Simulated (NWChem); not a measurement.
CCl3 cation

```xyz
4

Cl    -1.5920     0.4266     0.0000
C      0.0000     0.0000     0.0000
Cl     0.4266    -1.5920     0.0000
Cl     1.1654     1.1654     0.0000
```
Atoms are numbered in this order, from 1.

All runs: NWChem. Pople sets run with spherical d functions. All runs use the structure optimised with PBE0/def2-SVP. Atomic charges in e: unrestrained fits to the electrostatic potential beside Mulliken populations; the two definitions need not agree.

For level B3LYP/def2-SVP:

| Quantity | Result |
|---|---|
| ESP C2 | 0.08 |
| Mulliken C2 | 0.10 |

Q: What are these values for level Hartree-Fock/6-31G*?

A: 
| Item | Value |
|---|---|
| ESP C2 | 0.20 |
| Mulliken C2 | -0.17 |
